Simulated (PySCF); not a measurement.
**Correlation energy of Cl (chlorine, neutral)**

[Ne] 3s2 3p5, 2P determinant. Calculation: PySCF 2.14, in dyall-acv3z (19s12p6d4f, 113 functions); no relativity, point nucleus. Frozen: [Ne]; 7 electrons correlated; the 31 highest virtual orbitals of each spin left out.

| level | correlation energy (mhartree) |
| --- | --- |
| CCSD | -189.23 |
| (T) | -6.75 |
| CCSD(T) | -195.98 |

Diagnostics: T1 = 0.0076, D1 = 0.0248, largest double amplitude 0.038.

Is a single reference adequate?

Yes: T1 lies below 0.03 and no double amplitude reaches 0.07.
